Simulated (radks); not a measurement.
Neutral sulfur, configuration [Ne] 3s2 3p4.

Calculated with a radial shooting solver on a logarithmic mesh with Libxc functionals: scalar-relativistic Kohn-Sham, Wu-Cohen GGA, spin-polarised, spherical densities, finite nucleus; open shells are filled with parallel spins first; Fermi nuclear charge, rms radius 3.2611 fm.

Energy parts (Ry):
part                       energy
total                  -797.62738
kinetic                 800.66458
electron-nucleus      -1902.61240
Hartree                 354.79245
exchange-correlation    -50.47201

Orbitals (lengths in bohr, moments of r in powers of bohr):
\begin{tabular}{lrrr}
orbital & occ. & eigenvalue (Ry) & <r> \\ \hline
1s up & 1 & -176.7228 & 0.09695 \\
1s down & 1 & -176.7027 & 0.09694 \\
2s up & 1 & -15.53389 & 0.4797 \\
2s down & 1 & -15.51303 & 0.4795 \\
2p up & 3 & -11.50254 & 0.4428 \\
2p down & 3 & -11.47530 & 0.4426 \\
3s up & 1 & -1.31872 & 1.690 \\
3s down & 1 & -1.18332 & 1.701 \\
3p up & 3 & -0.56284 & 2.041 \\
3p down & 1 & -0.43805 & 2.109 \\
\end{tabular}

The highest occupied level is 3p down at -5.960 eV. Spin moment in Bohr magnetons: 2. The electron density at the nucleus is 2951 e/bohr^3 (large components only). Summed over all electrons, <r^2> = 29.13 bohr^2, which gives a Langevin (diamagnetic) susceptibility term of -23.1 x 10^-6 cm^3/mol. The density falls to 0.001 e/bohr^3 at r = 4.06 bohr. For comparison, the ionisation energy in NIST's Atomic Spectra Database is 10.360 eV (measured). In exact Kohn-Sham theory the highest level is minus the ionisation energy, but local and semilocal functionals leave it too shallow, through self-interaction and a potential that decays too fast; potentials with the right tail come closer. The spin density at the nucleus is -0.1225 e/bohr^3 (1s -0.1709, 2s 0.0388, 3s 0.0096).
